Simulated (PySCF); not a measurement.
C4H4N, SMILES c1c[nH]c[c]1, multiplicity 2.

Geometry optimised at PBE0-D3(BJ)/def2-SVP. The isomer is the one that the SMILES or the coordinates give; other isomers of the formula were not compared.

Method: PBE0-D3(BJ)/def2-SVP (PySCF).

Frequencies are harmonic and unscaled.

```
mode  ν (cm⁻¹)  IR (km/mol)  moving atoms (share of kinetic energy)
----  --------  -----------  --------------------------------------
1          511         63.3                          H 70 %, N 23 %
2          567         19.2                          C 64 %, H 28 %
3          649          1.9                  C 47 %, H 38 %, N 15 %
4          676         21.0                          H 69 %, C 31 %
5          757         72.1                          H 75 %, C 23 %
6          855          1.7                          H 76 %, C 24 %
7          856          2.4                           C 88 %, H 9 %
8          888          3.1                  C 48 %, N 36 %, H 17 %
9         1042         35.7                          H 75 %, C 18 %
10        1078         18.9                          H 67 %, C 31 %
11        1161          3.7                          H 83 %, N 10 %
12        1211          0.5                  C 73 %, N 17 %, H 10 %
13        1243         11.2                          H 65 %, C 33 %
14        1426          0.7                          C 78 %, H 17 %
15        1483          6.3                  C 48 %, N 31 %, H 21 %
16        1516         12.1                  C 64 %, H 19 %, N 17 %
17        1563          2.8                          C 74 %, H 21 %
18        3270          0.1                           H 92 %, C 8 %
19        3288          0.5                          H 90 %, C 10 %
20        3296          1.1                           H 91 %, C 9 %
21        3695         80.4                                  H 93 %
```
